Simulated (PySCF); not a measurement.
Te(39+): ionisation energy

Te(39+) [Ne] 3s2 3p1 (2P) → Te(40+) [Ne] 3s2 (1S), as a difference of total energies. All numbers are calculated (PySCF 2.14, scalar relativity by spin-free X2C-1e, in an even-tempered Gaussian basis (18 s from 6.6 bohr⁻², ratio 2.5; 12 p from 8.6 bohr⁻², ratio 2.5; 4 d from 35 bohr⁻², ratio 2.7; 4 f from 52 bohr⁻², ratio 2.7)). Correlated levels: outer shells: 1s2 frozen; virtual orbitals above 40 to 60 times the deepest correlated orbital energy dropped. The calculations carry no spin-orbit coupling.

```tsv
method	ionisation energy (eV)
UHF	2741.6
LDA	2743.3
PBE	2744.2
PBE0	2743.9
r2SCAN	2743.7
PW91	2744.9
revPBE	2744.1
MP2 (outer shells)	2742.1
SCS-MP2 (outer shells)	2741.9
```

A first-order spin-orbit estimate (lowest level to lowest level, LS coupling) adds 44.208 eV.

Breit and QED terms and the two-electron picture change are absent.

First order in ζ underestimates the shift of j = l − 1/2 levels at high Z.

For comparison: 2788 ± 4 eV (theoretical estimate listed by NIST; NIST Atomic Spectra Database, ionization energies).
